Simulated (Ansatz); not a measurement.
Ga2H4, SMILES [GaH2][GaH2].

Geometry optimised at PBE0-D3(BJ)/def2-TZVP.

Two levels are set side by side: PBE/def2-TZVPD (Ansatz, a program for electronic structure) and PBE0/def2-TZVPD (Ansatz). Energy differences of separate SCF runs at the same geometry; the states with an electron removed or added have multiplicity 2 and 2. Differences are taken from unrounded values.

```json
[
 {"quantity": "vertical ionisation energy (eV)", "PBE0": "9.09"},
 {"quantity": "vertical electron affinity (eV)", "PBE0": "0.45"},
 {"quantity": "vertical singlet–triplet gap (eV)", "PBE0": "3.13"}
]
```

What does PBE give, and how far is it from PBE0? (An estimate is asked for; the answer gives what the named calculation found.)


```json
[
 {"quantity": "vertical ionisation energy (eV)", "PBE": "8.95", "PBE minus PBE0": "-0.14"},
 {"quantity": "vertical electron affinity (eV)", "PBE": "0.54", "PBE minus PBE0": "0.09"},
 {"quantity": "vertical singlet–triplet gap (eV)", "PBE": "2.94", "PBE minus PBE0": "-0.19"}
]
```
